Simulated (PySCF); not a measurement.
# Dipole response of Pt⁺ (platinum, charge +1)

[Xe] 4f14 5d9, 2D determinant. All numbers are calculated (PySCF 2.14, a scalar-relativistic core potential, in def2-QZVPPD with the def2 core potential (60 electrons) (7s5p4d4f2g, 88 functions)). Coupled (time-dependent) response in atomic units; α is the mean over directions.

```json
{"method": "UHF", "mean α (bohr³)": "14.59", "α xx, yy, zz": "14.30, 14.30, 15.18", "C₆ (like pair)": "107.7", "S(−4)": "63.89"}
{"method": "PBE", "mean α (bohr³)": "16.99", "α xx, yy, zz": "16.93, 16.93, 17.10", "C₆ (like pair)": "128.9", "S(−4)": "94.58"}
{"method": "PBE0", "mean α (bohr³)": "16.01", "α xx, yy, zz": "15.89, 15.89, 16.24", "C₆ (like pair)": "120.4", "S(−4)": "80.52"}
```

S(−4) is the Cauchy moment in α(ω) = α(0) + S(−4) ω² + …

Spin-orbit coupling is absent.

α(iu) at PBE0:

| u (hartree) | α(iu) (bohr³) |
| --- | --- |
| 0 | 16.01 |
| 0.0500 | 15.81 |
| 0.100 | 15.27 |
| 0.200 | 13.60 |
| 0.300 | 11.81 |
| 0.500 | 8.995 |
| 0.750 | 6.710 |
| 1.00 | 5.215 |
| 1.50 | 3.409 |
| 2.00 | 2.392 |
| 3.00 | 1.348 |
| 5.00 | 0.5861 |

A single London oscillator, α(iu) = α/(1 + u²/ω²), gives C₆ = (3/4) ω α². Matching the computed C₆ needs ω = 4 × 120.4 / (3 × 16.01²) = 0.626 hartree.

For an ion, C₆ is the dispersion term alone; charge-induced terms of lower order in 1/R come first.

The components differ because the open shell of this determinant is not spherical; for a pure term their mean is the scalar polarisability.

Energies and moments cover only the electrons outside the core potential. Spin-orbit coupling, absent here, splits the open shell strongly. ⟨S²⟩ = 0.91 against 0.75 shows spin contamination.
